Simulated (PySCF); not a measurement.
PySCF input for BF₂, SMILES F[B]F (connectivity only; charge and spin as stated), charge +1, multiplicity 1, ωB97X-D3(BJ)/def2-TZVP. Geometry optimised at ωB97X-D3(BJ)/def2-TZVP. The spin state was assumed, not searched. The isomer is the one that the SMILES or the coordinates give; other isomers of the formula were not compared.

```python
import numpy as np
from pyscf import gto, scf, dft, df
from pyscf.hessian import thermo

mol = gto.M(
    atom='''
    F     0.00000000    0.00000000    1.23206553
    B     0.00000000    0.00000000    0.00000000
    F     0.00000000    0.00000000   -1.23206553
    ''',
    basis='def2-TZVP',
    charge=1,
    spin=0,
    max_memory=1600,
    verbose=3,
)
mf = dft.RKS(mol, xc='wb97x-d3bj').density_fit(auxbasis='def2-universal-jkfit')
mf.grids.level = 3
mf.conv_tol = 1e-11
mf.max_cycle = 100
mf.kernel()

# [left out here: the lines that compute and print the analytic Hessian (its translational invariance restored by hand, since the grid's response is missing), thermochemistry and intensities]
```

Program output:

```
converged SCF energy = -224.373404488201

WARN: DFTD3 does not support analytical Hessian, using finite difference


WARN: Mole.unit (angstrom) is changed to Bohr

Mode                                 0                   1                   2
Irrep
Freq [cm^-1]                      459.2539            459.2539           1028.1885
Reduced mass [au]                  11.9508             11.9508             18.9984
Force const [Dyne/A]                1.4851              1.4851             11.8335
Char temp [K]                     660.7640            660.7641           1479.3344
Normal mode                   x     y     z       x     y     z       x     y     z
       0   F                -0.00 -0.08 -0.00   -0.08  0.00  0.00   -0.00  0.00 -0.16
       1   B                 0.01  0.27 -0.00    0.27 -0.01 -0.00    0.00 -0.00  0.00
       2   F                -0.00 -0.08  0.00   -0.08  0.00 -0.00   -0.00  0.00  0.16
Mode                                 3
Irrep
Freq [cm^-1]                     2077.4764
Reduced mass [au]                  11.9508
Force const [Dyne/A]               30.3893
Char temp [K]                    2989.0260
Normal mode                   x     y     z
       0   F                -0.00 -0.00 -0.08
       1   B                 0.00  0.00  0.27
       2   F                -0.00 -0.00 -0.08
temperature 298.1500 [K]
pressure 101325.00 [Pa]
Rotational constants [GHz] inf 8.76198 8.76198
Symmetry number 2
Zero-point energy (ZPE) 0.00917 [Eh]   24069.898 [J/mol]
                           tot       elec      trans        rot        vib
Entropy [J/mol/K]       221.143      0.000    157.234     57.126      6.782
Cv [J/mol/K]             33.493      0.000     12.472      8.314     12.707
Cp [J/mol/K]             41.808      0.000     20.786      8.314     12.707
Internal energy [J/mol]                      3718.434   2478.956  25502.194
Internal energy [Eh]   -224.36133  -224.37340
Enthalpy [J/mol]                             6197.391   2478.956  25502.194
Enthalpy [Eh]          -224.36039
Gibbs free energy [J/mol]                  -40681.965 -14553.304  23480.057
Gibbs free energy [Eh] -224.38550
mode   freq/cm-1   IR/(km/mol)
   1      459.25       145.604
   2      459.25       145.604
   3     1028.19         0.000
   4     2077.48       473.769
max |gradient| / (hartree/bohr): 3.491593971376203e-05
APT charges: [-0.3215  1.643  -0.3215]
```

Self-consistency was reached.
